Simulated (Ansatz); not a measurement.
A nudged elastic band was laid between two geometries of AlH$_{8}$N$_{3}$ (12 atoms, charge 0, multiplicity 1).

These are results of Ansatz, RKS LDA/6-31G*, not measurements.

```yaml
movable_images: 5
climbing_image: yes
spring: 5.0 eV/Å²
optimiser: quadratic models (default)
start_path: straight line
force_threshold: 0.05 eV/Å
iteration_limit: 60
end_points: relaxed
```

Initial state:

```xyz
12
Properties=species:S:1:pos:R:3
Al -0.008 0.052 0.114
H -0.106 -0.999 1.342
N 1.588 0.262 -0.754
H 2.370 -0.328 -0.454
H 1.606 0.293 -1.778
N -1.489 0.397 -0.900
H -2.355 -0.092 -0.656
H -1.414 0.390 -1.922
N 0.039 1.855 1.039
H 0.925 2.238 0.670
H -0.761 2.338 0.599
H 0.000 1.939 2.063
```

Final state:

```xyz
12
Properties=species:S:1:pos:R:3
Al 0.035 0.652 -0.627
H 0.033 0.743 3.084
N 1.361 -0.525 -0.563
H 1.574 -1.206 -1.292
H 1.992 -0.632 0.231
N -1.406 0.355 -1.622
H -1.732 -0.571 -1.901
H -2.026 1.082 -1.978
N 0.144 2.134 0.354
H 1.019 2.558 0.664
H -0.655 2.701 0.641
H 0.055 1.055 2.371
```

(1) What changes between the two ends?

(2) What energy profile does the band end with?

(3) What is the geometry of the highest image?

Answers

(1) Bonds broken: Al1–H2, N9–H12. Bonds formed: H2–H12. AlH8N3 becomes AlH6N3 + H2.

(2) It converged. The highest image is number 3 of 0 to 6, 25.6 kcal/mol above the first end and 10.7 kcal/mol above the last; the last end lies 14.9 kcal/mol above the first. Another band between the same ends (5 images) ends at a top of the same energy, where a vibrational analysis finds 1 clearly imaginary mode. The orbitals stay closed-shell, which can raise the energy where a bond breaks towards radicals; this wasn't checked here.

```json
{"image": "0", "path coordinate (Å)": "0.00", "energy (kcal/mol)": "0.0", "Al1–H2 (Å)": "1.62", "N9–H12 (Å)": "1.03", "H2–H12 (Å)": "3.03"}
{"image": "1", "path coordinate (Å)": "1.24", "energy (kcal/mol)": "1.4", "Al1–H2 (Å)": "1.62", "N9–H12 (Å)": "1.03", "H2–H12 (Å)": "2.73"}
{"image": "2", "path coordinate (Å)": "2.48", "energy (kcal/mol)": "2.4", "Al1–H2 (Å)": "1.64", "N9–H12 (Å)": "1.03", "H2–H12 (Å)": "2.34"}
{"image": "3", "path coordinate (Å)": "3.72", "energy (kcal/mol)": "25.6", "Al1–H2 (Å)": "1.88", "N9–H12 (Å)": "1.44", "H2–H12 (Å)": "1.01"}
{"image": "4", "path coordinate (Å)": "5.11", "energy (kcal/mol)": "17.6", "Al1–H2 (Å)": "2.71", "N9–H12 (Å)": "2.39", "H2–H12 (Å)": "0.78"}
{"image": "5", "path coordinate (Å)": "6.50", "energy (kcal/mol)": "15.4", "Al1–H2 (Å)": "3.23", "N9–H12 (Å)": "2.36", "H2–H12 (Å)": "0.78"}
{"image": "6", "path coordinate (Å)": "7.89", "energy (kcal/mol)": "14.9", "Al1–H2 (Å)": "3.71", "N9–H12 (Å)": "2.29", "H2–H12 (Å)": "0.78"}
```

(3) 
```xyz
12
Properties=species:S:1:pos:R:3:forces:R:3
Al 0.035 0.489 -0.152 0.00 0.01 0.02
H -0.300 0.230 1.681 0.01 0.01 -0.01
N 1.555 -0.143 -0.827 0.01 -0.01 -0.01
H 1.684 -1.120 -1.097 -0.01 0.00 0.00
H 2.454 0.339 -0.795 0.00 0.01 0.00
N -1.579 0.033 -0.757 -0.03 -0.02 -0.01
H -2.310 -0.342 -0.150 0.01 0.01 0.01
H -1.777 -0.191 -1.733 0.02 0.01 0.00
N 0.203 2.225 0.570 0.01 0.00 0.00
H 1.101 2.699 0.718 0.00 0.00 0.00
H -0.533 2.910 0.364 0.00 0.00 0.01
H -0.139 1.218 1.539 -0.01 -0.01 -0.01
```

The run took 2.8 min on 1 thread of Arm Neoverse V2 (shared host), peak memory 0.12 GiB.
